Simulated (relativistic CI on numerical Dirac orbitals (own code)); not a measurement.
**Line list: Electric-dipole lines, Sr6+**

These numbers are calculated, not measured: Dirac-Coulomb-Breit CI, separate exchange-only KLI orbitals for each configuration, model QED (radiative potential, 1s self-energy scaled to tabulated hydrogen-like ionisation energies), unscaled Slater integrals (own radial code, finite nucleus).

Configuration list (outside the closed core [Ar] 3d10): 4s²4p², 4s4p³, 4s²4p4d, 4p⁴, 4s4p²4d, 4s²4p4f, 4s²4p5s, 4s4p²4f, 4s²4p5p, 4p³4d, 4s²4p5d, 4s4p4d², 4s4p²5s, 4s²4d², 4s4d³, 4s4d²4f, 4p²4d², 4p4d³, 4p4d²4f, 4p4d²5s, 4s²4f², 4s4d4f², 4s4f³. Double excitations out of closed p, d and f shells are left out; levels of such configurations are missing from the list, as are those of other unlisted configurations, and high levels can miss mixing partners. These lack a partner that the ground configuration has and come out too high: 4s4p²5s, 4s²4p5p, 4s²4p5d.

```csv
λ vac (Å),Lower,Upper,A (s⁻¹),log gf,S velocity/length
336.87,4s4p³ ³D°2 [8],4s4p²4d ³F3 [75],4.00e+10,0.68,0.95
337.51,4s4p³ ³D°3 [9],4s4p²4d ³F4 [78],5.80e+10,0.95,0.91
337.94,4s4p³ ³D°1 [7],4s4p²4d ³F2 [72],4.88e+10,0.62,0.91
340.24,4s²4p² ¹D2 [4],4s²4p4d ¹F°3 [26],6.49e+10,0.90,0.95
341.45,4s4p³ ⁵S°2 [6],4s4p²4d ⁵P2 [51],5.89e+10,0.71,0.92
344.31,4s4p³ ⁵S°2 [6],4s4p²4d ⁵P3 [50],5.80e+10,0.86,0.92
346.42,4s²4p² ³P0 [1],4s²4p4d ³P°1 [20],4.28e+10,0.36,0.96
348.62,4s4p³ ³P°2 [12],4s4p²4d ³D3 [87],5.22e+10,0.82,0.92
349.46,4s²4p² ³P2 [3],4s²4p4d ³D°2 [25],2.88e+10,0.42,0.96
349.57,4s²4p² ³P2 [3],4s²4p4d ³D°3 [24],5.84e+10,0.87,0.96
359.14,4s²4p4d ³D°3 [24],4s²4d² ³F4 [138],1.00e+11,1.24,0.85
360.02,4s²4p4d ³D°2 [25],4s²4d² ³F3 [137],7.16e+10,0.99,0.85
360.77,4s²4p4d ¹F°3 [26],4s²4d² ¹G4 [161],1.18e+11,1.32,0.84
373.26,4s²4p4d ¹D°2 [21],4s4p²4d ¹F3 [130],5.02e+10,0.87,0.89
380.38,4s²4p² ¹D2 [4],4s²4p4d ¹D°2 [21],2.88e+10,0.49,0.96
388.50,4s²4p4d ³F°4 [18],4s²4p4f ³F4 [109],3.84e+10,0.89,0.87
394.37,4s²4p4d ³F°3 [17],4s²4p4f ³G4 [101],3.44e+10,0.86,0.87
395.53,4s²4p4d ³P°2 [19],4s²4p4f ³D3 [116],3.84e+10,0.80,0.84
396.02,4s²4p4d ³F°2 [15],4s²4p4f ³G3 [98],4.50e+10,0.87,0.87
399.74,4s²4p4d ³F°4 [18],4s²4p4f ³G5 [103],4.47e+10,1.07,0.86
```

Terms are leading LS components. Brackets give the number of a level in order of energy, since labels repeat. The list gives strong lines, with weight on those to low levels, among the lowest 200 of 1631 levels, so that lines to higher ones, which can be the strongest, are missing. Levels whose partners in the same complex of configurations lie outside the list can be far off, and so can their lines. Rates are taken at the computed energies, electric ones in the length gauge. A velocity-to-length ratio far from 1 marks an uncertain rate.

At this charge configurations can still be misplaced by up to about 7 % of their energy. 13 of the 13 excited levels that our extract of the measured tables holds in this range could be paired (the sources list more); they are missed by 2403 cm⁻¹ on average and 8423 at most, and levels without a partner can miss by more.

LS names give the leading component of a level, which can be under half, so a name can repeat, a term be missing and a line seem to break the LS rules.
